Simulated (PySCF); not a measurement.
diiodomethane (CH2I2), singlet, at a GFN2-xTB geometry (all electrons, no relativity). Base run: HF/STO-3G (PySCF).

Geometry (Å):
```xyz
5

I     -1.8013     0.1035     0.0106
C     -0.0064    -1.0712     0.0281
I      1.8024     0.0813    -0.0154
H     -0.0035    -1.6600     0.9378
H     -0.0167    -1.7069    -0.8494
```
All else is at PySCF's defaults.

The base run was repeated with changes; each row names its change, and settings that it needs were set with it.

```
change                                                                                   basis functions        E (Eh)  HOMO (eV)  HOMO-LUMO gap (eV)  dipole (D)
---------------------------------------------------------------------------------------  ---------------  ------------  ---------  ------------------  ----------
base                                                                                                  61  -13739.94575      -7.39               13.84        1.67
basis = ANO-RCC-VDZP; relativity = none                                                              110  -13387.88244     -10.85               11.46        2.20
basis = jorge-DZP-DKH; relativity = spin-free X2C; nucleus = Gaussian (with nucmod='G')              121  -14252.86595      -9.65               11.11        1.52
basis = jorge-DZP-DKH; relativity = none                                                             121  -13721.83085      -9.91               11.22        1.77
basis = x2c-SVPall; relativity = none                                                                 96  -13488.09863     -10.78               11.85        2.22
basis = ANO-RCC-VDZP; relativity = spin-free X2C                                                     110  -14264.37302      -9.79               11.08        1.34
basis = x2c-SVPall; relativity = spin-free X2C; nucleus = Gaussian (with nucmod='G')                  96  -14262.79210      -9.65               11.45        1.24
basis = jorge-DZP-DKH; relativity = spin-free X2C                                                    121  -14253.27022      -9.65               11.11        1.52
basis = x2c-SVPall; relativity = spin-free X2C                                                        96  -14263.14892      -9.65               11.45        1.24
basis = ANO-RCC-VDZP; relativity = spin-free X2C; nucleus = Gaussian (with nucmod='G')               110  -14263.89616      -9.79               11.08        1.34
```

Total energies compare only within one method and basis.

Basis sets contracted for a relativistic Hamiltonian are a mismatch without it, so the rows without relativity aren't non-relativistic limits. No row has spin-orbit coupling; sets with core potentials leave out the core electrons.
